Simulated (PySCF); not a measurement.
**Be⁺ (beryllium, charge +1) across methods**

[He] 2s1, 2S determinant. Calculation: PySCF 2.14, in cc-pVTZ (4s3p2d1f, 30 functions); no relativity, point nucleus.

```json
{"method": "r2SCAN", "E (hartree)": "-14.3253", "mean ε 1s α (eV)": "-120.11", "mean ε 1s β (eV)": "-119.72", "mean ε 2s α (eV)": "-14.595", "Σ⟨r²⟩ (bohr²)": "6.481", "⟨S²⟩": "0.750"}
{"method": "PBE0", "E (hartree)": "-14.3062", "mean ε 1s α (eV)": "-123.60", "mean ε 1s β (eV)": "-122.96", "mean ε 2s α (eV)": "-15.475", "Σ⟨r²⟩ (bohr²)": "6.460", "⟨S²⟩": "0.750"}
{"method": "BHandHLYP", "E (hartree)": "-14.3341", "mean ε 1s α (eV)": "-129.73", "mean ε 1s β (eV)": "-128.98", "mean ε 2s α (eV)": "-16.313", "Σ⟨r²⟩ (bohr²)": "6.419", "⟨S²⟩": "0.750"}
{"method": "TPSS", "E (hartree)": "-14.3377", "mean ε 1s α (eV)": "-119.39", "mean ε 1s β (eV)": "-118.91", "mean ε 2s α (eV)": "-14.508", "Σ⟨r²⟩ (bohr²)": "6.433", "⟨S²⟩": "0.750"}
{"method": "PBE", "E (hartree)": "-14.2981", "mean ε 1s α (eV)": "-117.78", "mean ε 1s β (eV)": "-117.26", "mean ε 2s α (eV)": "-14.462", "Σ⟨r²⟩ (bohr²)": "6.454", "⟨S²⟩": "0.750"}
{"method": "UHF", "E (hartree)": "-14.27724", "mean ε 1s α (eV)": "-140.37", "mean ε 1s β (eV)": "-139.30", "mean ε 2s α (eV)": "-18.127", "Σ⟨r²⟩ (bohr²)": "6.560", "⟨S²⟩": "0.750"}
{"method": "PBEsol", "E (hartree)": "-14.2047", "mean ε 1s α (eV)": "-116.89", "mean ε 1s β (eV)": "-116.42", "mean ε 2s α (eV)": "-14.333", "Σ⟨r²⟩ (bohr²)": "6.493", "⟨S²⟩": "0.750"}
{"method": "TPSSh", "E (hartree)": "-14.3368", "mean ε 1s α (eV)": "-121.57", "mean ε 1s β (eV)": "-121.03", "mean ε 2s α (eV)": "-14.894", "Σ⟨r²⟩ (bohr²)": "6.438", "⟨S²⟩": "0.750"}
```

Q: Estimate the same row for LDA.

A: E (hartree) = -14.1147; mean ε 1s α (eV) = -116.33; mean ε 1s β (eV) = -115.84; mean ε 2s α (eV) = -14.295; Σ⟨r²⟩ (bohr²) = 6.525; ⟨S²⟩ = 0.750.
